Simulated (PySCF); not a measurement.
SMILES [SiH2]([SiH2]O[SiH3])[Si](Cl)(Cl)Cl (H7Cl3OSi4) (GFN2-xTB optimised geometry):

```
15

Si     0.515     1.495     3.468
O      0.077    -0.053     3.673
Si    -0.352    -1.608     3.800
Si    -1.554    -2.106     1.879
Si    -0.744    -0.981     0.000
Cl    -1.296    -1.725    -1.809
Cl     1.298    -0.981     0.000
Cl    -1.298     0.981     0.000
H      1.146     1.915     4.717
H     -0.724     2.220     3.199
H      1.443     1.513     2.342
H     -1.110    -1.705     5.052
H      0.899    -2.358     3.955
H     -2.993    -1.796     1.963
H     -1.527    -3.549     1.586
```

Level of theory: CAM-B3LYP/def2-TZVP (PySCF).

Problem. What are the frontier orbital energies and the dipole moment?

Solution. HOMO-2 -10.14 eV, HOMO-1 -10.03 eV, HOMO -9.46 eV, LUMO -0.30 eV, LUMO+1 0.35 eV; dipole moment 1.71 D.

Meta-Löwdin charges at CAM-B3LYP/def2-TZVP: Si1 0.80, O2 -0.86, Si3 0.72, Si4 0.10, Si5 0.79, Cl6 -0.27, Cl7 -0.29, Cl8 -0.28, H9 -0.12, H10 -0.12, H11 -0.12, H12 -0.11, H13 -0.11, H14 -0.06, H15 -0.07.
